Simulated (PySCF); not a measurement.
The dipole of `BP[SiH2]Cl` from its density and from atomic charges.

Coordinates (PBE0-D3(BJ)/def2-SVP, Å) and charges (e) from the PBE0/pcSseg-1 density (PySCF):

| atom | x | y | z | Mulliken | IAO | Hirshfeld | ESP-fitted |
| --- | --- | --- | --- | --- | --- | --- | --- |
| B1 | 0.895 | 0.017 | -0.878 | -0.0906 | -0.2313 | +0.0598 | +0.1767 |
| P2 | 2.295 | -0.702 | -1.858 | -0.2695 | +0.0361 | -0.0073 | -0.2790 |
| Si3 | 4.149 | 0.041 | -0.860 | +0.5566 | +0.6272 | +0.3046 | +0.2946 |
| Cl4 | 5.792 | -0.884 | -1.709 | -0.3236 | -0.3099 | -0.1370 | -0.1742 |
| H5 | 0.949 | -0.038 | 0.327 | +0.0554 | +0.0312 | -0.0520 | -0.0538 |
| H6 | -0.098 | 0.403 | -1.441 | +0.0531 | +0.0375 | -0.0497 | -0.0654 |
| H7 | 2.295 | -0.058 | -3.123 | +0.0937 | +0.0144 | +0.0091 | +0.1448 |
| H8 | 4.040 | -0.346 | 0.572 | -0.0370 | -0.0978 | -0.0606 | -0.0086 |
| H9 | 4.354 | 1.508 | -1.003 | -0.0383 | -0.1073 | -0.0668 | -0.0350 |

**Question.** Compute μ = Σ q r for each scheme (1 e·Å = 4.803 D) and compare with the dipole of the full density.

**Answer.** The full density gives (-0.76, 1.34, 0.24) D, 1.56 D in size; dipole vectors point from the negative to the positive end.

| scheme | μx | μy | μz | size (D) | share of the full size (%) | angle to the full dipole (°) |
| --- | --- | --- | --- | --- | --- | --- |
| Mulliken | -1.53 | 2.23 | 1.54 | 3.12 | 200 | 21 |
| IAO | -0.58 | 0.75 | 0.43 | 1.04 | 67 | 17 |
| Hirshfeld | -0.25 | 0.20 | -0.04 | 0.32 | 21 | 27 |
| ESP-fitted | -0.81 | 1.36 | 0.30 | 1.61 | 103 | 2 |

**Question.** Which set comes closest?

**Answer.** Length of the difference vector: ESP-fitted 0.08 D, IAO 0.64 D, Hirshfeld 1.28 D, Mulliken 1.76 D. Closest: ESP-fitted. 

**Question.** What is left for the Hirshfeld atoms' own dipoles?

**Answer.** The Hirshfeld atoms' densities add up to the full density, so μ = Σ q r + Σ (atomic dipoles). The atomic dipoles sum to (-0.76, 1.34, 0.24) − (-0.25, 0.20, -0.04) = (-0.51, 1.14, 0.28) D, 1.28 D in size.

**Question.** With the origin at the mean of the coordinates, (2.741, -0.006, -1.108) Å, which are the largest single terms, by size, of the ESP-fitted dipole along the direction of the full one?

**Answer.** Cl4 +1.96, Si3 -0.86, B1 +0.81, P2 +0.66, H6 -0.53 D; all 9 atoms together +1.61 D. The single terms depend on the origin, their sum doesn't.

**Question.** Give the size of the full dipole in other units.

**Answer.** 1.56 D = 0.612 au = 0.324 e·Å = 5.19 × 10⁻³⁰ C·m.

The structure is a single PBE0-D3(BJ)/def2-SVP conformer in the gas phase; no vibrational or solvent corrections.

Conformer computed: `[BH2:1][PH:2][SiH2:3][Cl:4]`: B1–P2–Si3–Cl4 173°.
